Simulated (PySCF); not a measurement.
Compound: C₆H₅N₂P.
SMILES: `Cc1pccnc1C#N`

Theory: TDDFT B3LYP/def2-SVPD, vertical, gas phase, core orbitals frozen in the response (PySCF). Isolated species at its GFN2-xTB geometry, gas phase.

**Question.** List the vertical singlet excitations with oscillator strengths and describe the spectrum.

**Answer.** 

| state | E (eV) | λ (nm) | f | symmetry | main configurations (H = HOMO, L = LUMO) |
| --- | --- | --- | --- | --- | --- |
| S1 | 3.83 | 323.5 | 0.0047 | A″ | H→L (98%) |
| S2 | 4.43 | 280.0 | 0.043 | A′ | H-1→L (78%), H-2→L+1 (21%) |
| S3 | 4.47 | 277.5 | 0.0017 | – | H→L+1 (99%) |
| S4 | 4.90 | 253.3 | 0.0055 | A″ | H-3→L (97%) |
| S5 | 5.12 | 242.0 | 0.025 | A′ | H-2→L (74%), H-1→L+1 (23%) |
| S6 | 5.50 | 225.2 | 0.0027 | A″ | H-3→L+1 (97%) |
| S7 | 5.66 | 219.2 | 0.249 | A′ | H-1→L+1 (54%), H-2→L+1 (18%), H-2→L (15%) |
| S8 | 5.84 | 212.4 | 0.421 | A′ | H-2→L+1 (54%), H-1→L+1 (18%), H-1→L (14%) |

Triplets, Tamm–Dancoff:

```csv
state,E (eV),λ (nm),"main configurations (H = HOMO, L = LUMO)"
T1,3.27,379.5,H→L (97%)
T2,3.32,373.5,"H-2→L (73%), H-1→L+1 (15%), H-1→L (10%)"
T3,3.63,341.3,"H-1→L (87%), H-2→L (8%)"
```

The lowest singlet comes at 324 nm (370 kJ/mol) in the ultraviolet; it is very weak; its leading configuration is HOMO→LUMO (98%). The most intense listed level is S8 at 5.84 eV (212 nm, f = 0.421), 2.00 eV above S1. It is the last of those listed, so stronger ones may follow. Löwdin shares by element: HOMO nitrogen 43% or more, carbon 20% or more, phosphorus 15% (atoms not listed hold the other 22%); LUMO phosphorus 30%, carbon 28% or more, nitrogen 18% or more (atoms not listed hold the other 24%). Of the 8 states listed, 4 reach f = 0.01 and none stays under 0.0005. The listed states span 2.00 eV, and the widest gap between neighbours is 0.60 eV (S1 to S2). The oscillator strengths of these states sum to 0.752; summed over the whole spectrum of an exact calculation they would give the number of electrons, 70 (Thomas–Reiche–Kuhn). Symmetry labels in Cs follow from the direction of the transition dipole and are given only for states with f of 0.002 or more. Singlets were solved by full linear response, triplets in the Tamm–Dancoff approximation.
